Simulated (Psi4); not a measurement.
HN$_{2}$, charge +1, singlet, geometry from GFN2-xTB; HF/def2-TZVP in Psi4.

Here is a job for Psi4.
```
memory 2 GB

molecule mol {
1 1
N    -0.000000   -0.000000   -0.435395
N     0.000000    0.000000    0.644830
H    -0.000000   -0.000000   -1.466046
}

set {
  basis def2-tzvp
  reference rhf
}

energy('scf')
print_variables()
```

Problem. Write the output that Psi4 gives for this input, abridged.

Solution. 
```
   => Loading Basis Set <=

    Name: DEF2-TZVP
    Role: ORBITAL
    Keyword: BASIS

         ---------------------------------------------------------
                                   SCF
               by Justin Turney, Rob Parrish, Andy Simmonett
                          and Daniel G. A. Smith
                              RHF Reference
         ---------------------------------------------------------

  ==> Geometry <==

    Molecular point group: c2v
    Full point group: C_inf_v

    Geometry (in Angstrom), charge = 1, multiplicity = 1:

       Center              X                  Y                   Z               Mass
    ------------   -----------------  -----------------  -----------------  -----------------
         N            0.000000000000     0.000000000000    -0.485550693771    14.003074004430
         N            0.000000000000     0.000000000000     0.594674306229    14.003074004430
         H            0.000000000000     0.000000000000    -1.516201693771     1.007825032230

  Running in c2v symmetry.

  Rotational constants: A = ************  B =      1.59482  C =      1.59482 [cm^-1]
  Rotational constants: A = ************  B =  47811.56048  C =  47811.56048 [MHz]
  Nuclear repulsion =   29.352879250017086

  Charge       = 1
  Multiplicity = 1
  Electrons    = 14
  Nalpha       = 7
  Nbeta        = 7

  ==> Algorithm <==

  SCF Algorithm Type is DF.
  DIIS enabled.
  MOM disabled.
  Fractional occupation disabled.
  Guess Type is SAD.
  Energy threshold   = 1.00e-06
  Density threshold  = 1.00e-06
  Integral threshold = 1.00e-12

  ==> Primary Basis <==

  Basis Set: DEF2-TZVP
    Blend: DEF2-TZVP
    Number of shells: 26
    Number of basis functions: 68
    Number of Cartesian functions: 78
    Spherical Harmonics?: true
    Max angular momentum: 3

   => Loading Basis Set <=

    Name: (DEF2-TZVP AUX)
    Role: JKFIT
    Keyword: DF_BASIS_SCF

  ==> Integral Setup <==

  SCF_SUBTYPE=INCORE selected. In-core MEM_DF algorithm will be used.
  Using in-core AOs.

  ==> MemDFJK: Density-Fitted J/K Matrices <==

    J tasked:                   Yes
    K tasked:                   Yes
    wK tasked:                   No
    Algorithm:                 Core
    Schwarz Cutoff:           1E-12
    Mask sparsity (%):       0.0433
    Fitting Condition:        1E-10

   => Auxiliary Basis Set <=

  Basis Set: (DEF2-TZVP AUX)
    Blend: DEF2-UNIVERSAL-JKFIT
    Number of shells: 56
    Number of basis functions: 172
    Number of Cartesian functions: 206
    Spherical Harmonics?: true
    Max angular momentum: 4

  Minimum eigenvalue in the overlap matrix is 1.2926486549E-04.
  Reciprocal condition number of the overlap matrix is 2.4090725215E-05.
    Using symmetric orthogonalization.

  ==> Pre-Iterations <==

  SCF Guess: Superposition of Atomic Densities via on-the-fly atomic UHF (no occupation information).

   -------------------------
    Irrep   Nso     Nmo
   -------------------------
     A1        32      32
     A2         6       6
     B1        15      15
     B2        15      15
   -------------------------
    Total      68      68
   -------------------------

  ==> Iterations <==

                           Total Energy        Delta E     RMS |[F,P]|

   @DF-RHF iter SAD:  -108.87597554904937   -1.08876e+02   0.00000e+00
   @DF-RHF iter   1:  -109.14634755744132   -2.70372e-01   6.13716e-03 DIIS/ADIIS
   @DF-RHF iter   2:  -109.17644609778154   -3.00985e-02   3.52543e-03 DIIS/ADIIS
   @DF-RHF iter   3:  -109.18193609542672   -5.49000e-03   1.23991e-03 DIIS/ADIIS
   @DF-RHF iter   4:  -109.18285915796335   -9.23063e-04   2.41693e-04 DIIS/ADIIS
   @DF-RHF iter   5:  -109.18289511947935   -3.59615e-05   3.01190e-05 DIIS
   @DF-RHF iter   6:  -109.18289647672357   -1.35724e-06   1.02208e-05 DIIS
   @DF-RHF iter   7:  -109.18289657042365   -9.37001e-08   1.81592e-06 DIIS
   @DF-RHF iter   8:  -109.18289657302117   -2.59752e-09   2.36157e-07 DIIS
  Energy and wave function converged.

  ==> Post-Iterations <==

    Orbital Energies [Eh]
    ---------------------

    Doubly Occupied:

[...]
       1B1    -0.982136

    Virtual:

[...]
      32A1    33.152739

    Final Occupation by Irrep:
             A1    A2    B1    B2
    DOCC [     5,    0,    1,    1 ]
    NA   [     5,    0,    1,    1 ]
    NB   [     5,    0,    1,    1 ]

  @DF-RHF Final Energy:  -109.18289657302117

   => Energetics <=

    Nuclear Repulsion Energy =             29.3528792500170859
    One-Electron Energy =                -200.5110064346256422
    Two-Electron Energy =                  61.9752306115873921
    Total Energy =                       -109.1828965730211678

Computation Completed

Properties will be evaluated at   0.000000,   0.000000,   0.000000 [a0]

Properties computed using the SCF density matrix

 Multipole Moments:

 ------------------------------------------------------------------------------------
     Multipole            Electronic (a.u.)      Nuclear  (a.u.)        Total (a.u.)
 ------------------------------------------------------------------------------------

 L = 1.  Multiply by 2.5417464519 to convert [e a0] to [Debye]
 Dipole X            :          0.0000000            0.0000000            0.0000000
 Dipole Y            :          0.0000000            0.0000000            0.0000000
 Dipole Z            :          0.0984347           -1.4217098           -1.3232750
 Magnitude           :                                                    1.3232750

 ------------------------------------------------------------------------------------

  Variable Map:
  ----------------------------------------------------------------------------
[...]
  Array Variable Map:
  ----------------------------------------------------------------------------
[...]
[...]
```
